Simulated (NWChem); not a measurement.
System: methylammonium (CH$_{6}$N cation); SMILES C[NH3+]

Computed with NWChem. Coordinates come from a B3LYP/6-31G* (spherical d) optimisation. Core excitations by TDA in a window of 1s orbitals, non-relativistic and unshifted: absolute energies depend strongly on the exact-exchange share.

For level N K edge, B3LYP/cc-pVTZ:

- first 1s excitation (eV) = 391.9
- dipole oscillator strength of the first = 0.0032
- first state with f > 0.002 (eV) = 391.9
- dipole oscillator strength of that state = 0.0032

### Question
What are these values for level C K edge, B3LYP/def2-TZVP?

### Answer
The first 1s excitation (eV) is 276.9 and the dipole oscillator strength of the first is 0.0115. The first state with f > 0.002 (eV) is 276.9. The dipole oscillator strength of that state comes out as 0.0115.
